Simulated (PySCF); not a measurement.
**Unknown compound**

The spectra below were simulated for a compound C₄H₈N₂Si₂.

¹H NMR (300 MHz, computed): δ 7.38 (d, 1H), 6.78 (d, 1H), 5.11 (m, 2H), 5.07 (m, 2H), 4.07 (m, 1H), 1.78 (m, 1H).

¹³C{¹H} NMR (computed): δ 149.0, 123.6, 58.6, -5.3.

- shielding tensors at PBE0/pcSseg-1 (GIAO)
- GFN2-xTB structure
- program: PySCF 2.14
- gas phase, one conformer, no relativistic terms, fast rotation and ring inversion assumed for equivalent nuclei

Referencing at the same level of theory: TMS for ¹H and ¹³C.

Task: What is the structure?

Result: 
- The formula gives 4 degrees of unsaturation (1 ring in the answer).
- 4 carbon signals for 4 carbons: no two carbons are equivalent.
- Carbon types of the structure: 1 × C, 2 × CH, 1 × CH2, leaving 4 H on heteroatoms.
- δC 149.0: C=N carbon.
- δC 123.6: nitrile carbon; this is the usual window of a C≡N carbon, which has no attached hydrogen.
- δC 58.6: sp3 CH bonded to N and 2 Si; deshielded by the electronegative neighbour.
- δC -5.3: sp3 CH bonded to 2 Si, α to a nitrile; an electropositive neighbour leaves it electron-rich and shielded.
- δH 5.11, 5.07: hydrogen on a silicon bonded to 2 C, in a 4-membered ring.
- δH 4.07: hydrogen on an sp3 CH bonded to N and 2 Si; its carbon carries N, an electronegative neighbour.
- δH 1.78: hydrogen on an sp3 CH bonded to 2 Si, α to a nitrile.

Structure: `InChI=1S/C4H8N2Si2/c1-6-4-7-3(2-5)8-4/h3-4H,1,7-8H2/t3-,4+`.

This is the structure that produced the data.

Shifts are as computed. Against solution values, carbons near 30 ppm lie about +3 ppm off and those near 130 ppm about +5 ppm. Of 1309 compounds with measured shifts, 239 miss one by over three times the rms of a fit or turn the order of signals round; such compounds aren't used in these exercises. Multiplicities follow the n + 1 count of equivalent neighbours, as no J values were calculated; m marks all less simple cases, F and P coupling included.
